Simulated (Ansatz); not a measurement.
## Which is lower?

Two relaxed structures of CH4ClSn (charge +1), closed shell (PBE0-D4/def2-TZVP; forces vanish, vibrations not checked).

A:

C1  (0.742, -0.695, 0.098)
Sn2  (-0.864, 0.840, -0.183)
Cl3  (1.002, -1.539, 1.447)
H4  (0.103, 2.179, -0.554)
H5  (-1.649, 0.827, 1.308)
H6  (-1.667, 0.157, -1.507)
H7  (1.453, -0.954, -0.695)
(Å)

B:

C1  (-0.742, 0.738, -0.195)
Sn2  (0.788, -0.688, -0.013)
Cl3  (0.938, -1.703, 1.989)
H4  (-0.278, 1.700, -0.421)
H5  (-1.287, 0.769, 0.746)
H6  (-1.387, 0.437, -1.024)
H7  (1.968, -1.253, -1.082)
(Å)

Ansatz 0.2.0; basis: def2-TZVPP; cores frozen in the correlated methods. Filled d shells of the heavier atoms are correlated. Core potentials replace the inner electrons of the atoms past krypton. The def2 sets are not built for correlating such inner shells, so the correlated values are less sure here. B3LYP uses VWN-RPA correlation.

Which structure is lower at CCSD(T), and by how much? (An estimate is asked for; the value comes from the calculation.)

Computed: B, by 3.396 eV (electronic energy, against the other). By their contacts, A is CH₄ClSn ([Cl][CH][SnH3]), total charge +1 and B is CH₄ClSn ([CH3][SnH][Cl]), total charge +1.

All methods give the same order:

```
   method  E(B) − E(A) (eV)
   PBE-D4            -3.470
r2SCAN-D4            -3.536
  PBE0-D4            -3.583
 B3LYP-D4            -3.481
  wB97M-V            -3.462
       HF            -3.430
      MP2            -3.665
     CCSD            -3.428
  CCSD(T)            -3.396
```

No T1 diagnostic of these runs exceeds 0.020.

Labels in which every atom is bracketed show which atoms are joined, not bond orders.

For scale, one of the runs: CCSD(T)/def2-TZVPP, 179 basis functions, launched by `ansatz run in.yaml --threads 2 --pin off --events-out ev --progress --plain --max-ram 4352MiB`. The run took 66 s on 2 CPU threads of an Arm Neoverse V2 (shared host), with 1.8 GiB of host memory at its peak.
